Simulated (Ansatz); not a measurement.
The cluster Ga2S3. Charge 0, multiplicity 1. Geometry B3LYP-D4/def2-SVP, basis def2-TZVP, Ansatz.

```xyz
5

Ga    1.5182   -0.3795   -0.5838
Ga   -1.3064    0.7506    0.7213
S    -3.2472    0.2171    0.9417
S     0.7942    1.3903    0.5151
S     2.2412   -1.9785   -1.5942
```

| run | HOMO (eV) | LUMO (eV) |
| --- | --- | --- |
| A | -6.69 | -3.58 |
| B | -9.72 | -1.02 |
| C | -8.42 | -2.15 |
| D | -7.50 | -2.97 |
| E | -6.41 | -3.72 |

The order of the spin states hangs on the level: the triplet lies 0.12 eV below the singlet at BHLYP-D4/def2-TZVP, but 0.07 eV above it at r2SCAN-D4/def2-TZVP. The structure comes from a short search, and lower isomers may exist.

Task: The runs used BHLYP, PBE, PBE0, r2SCAN, ωB97X-V. Estimate which is which.

Result: A r2SCAN (0 % exact exchange); B ωB97X-V (range-separated); C BHLYP (50 % exact exchange); D PBE0 (25 % exact exchange); E PBE (0 % exact exchange). Exact exchange lowers occupied and raises empty levels; among semilocal functionals meta-GGAs tend to open the gap a little, and such runs are hard to tell apart. The gap grows from 2.69 eV (PBE) to 8.70 eV (ωB97X-V).
